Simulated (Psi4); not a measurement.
Cl3SW (SMILES [S]=[W+]([Cl])([Cl])[Cl]), charge +1, singlet, geometry from GFN2-xTB (such geometries of metal compounds can be far from the true shape) (the multiplicity is a formal guess) (core potentials on W); SVWN/def2-SVP (Psi4).

Psi4 was given this input:
```
memory 2 GB

molecule {
1 1
  W    -0.00670039    0.00326681    0.00449936
  S     1.65251669   -0.80569397   -1.10967662
  Cl    0.74241801    0.71626824    1.86480396
  Cl   -0.84889867    1.58893945   -1.13857849
  Cl   -1.41966276   -1.56112773    0.29859061
}

set basis def2-svp
set basis_guess sto-3g

energy('svwn')
print_variables()
```

Problem. Write the output that Psi4 gives for this input, abridged.

Solution. 
```
  //>>>>>>>>>>>>>>>>>>>>>>>>>>>>>>>>>>>//
  //      Guess SCF, STO-3G Basis      //
  //<<<<<<<<<<<<<<<<<<<<<<<<<<<<<<<<<<<//

Traceback (most recent call last):
  File "psi4", line 375, in <module>
  File "<string>", line 26, in <module>
  File "site-packages/psi4/driver/driver.py", line 533, in energy
  File "site-packages/psi4/driver/procrouting/proc.py", line 2760, in run_scf
  File "site-packages/psi4/driver/procrouting/proc.py", line 1905, in scf_helper
  File "site-packages/psi4/driver/p4util/python_helpers.py", line 229, in _core_wavefunction_build
  File "site-packages/psi4/driver/p4util/python_helpers.py", line 169, in _pybuild_basis
  File "site-packages/psi4/driver/qcdb/libmintsbasisset.py", line 722, in pyconstruct
  File "site-packages/psi4/driver/qcdb/libmintsbasisset.py", line 976, in construct

psi4.driver.qcdb.exceptions.BasisSetNotFound: BasisSet::construct: Unable to find a basis set for atom 1 for key BASIS among:
  Shell Entries: ['W']
  Basis Sets: [('STO-3G', 'STO-3G', None)]
  File Path: tmpcrgz4ho2, tmpcrgz4ho2, basis
  Input Blocks:

Printing out the relevant lines from the Psithon --> Python processed input file:
      Cl   -1.41966276   -1.56112773    0.29859061
    """)
    core.IO.set_default_namespace("")
    core.set_global_option("BASIS", "def2-svp")
    core.set_global_option("BASIS_GUESS", "sto-3g")
--> energy('svwn')
    print_variables()

!----------------------------------------------------------------------------------!
!                                                                                  !
!  BasisSet::construct: Unable to find a basis set for atom 1 for key BASIS among: !
!   Shell Entries: ['W']                                                           !
!   Basis Sets: [('STO-3G', 'STO-3G', None)]                                       !
!   File Path: tmpcrgz4ho2,      !
!     tmpcrgz4ho2,               !
!     basis                                          !
!   Input Blocks:                                                                  !
!                                                                                  !
!----------------------------------------------------------------------------------!

QcdbException BasisSetNotFound: BasisSet::construct: Unable to find a basis set for atom 1 for key BASIS among:
  Shell Entries: ['W']
  Basis Sets: [('STO-3G', 'STO-3G', None)]
  File Path: tmpcrgz4ho2, tmpcrgz4ho2, basis
  Input Blocks:
```

The program refused the input.
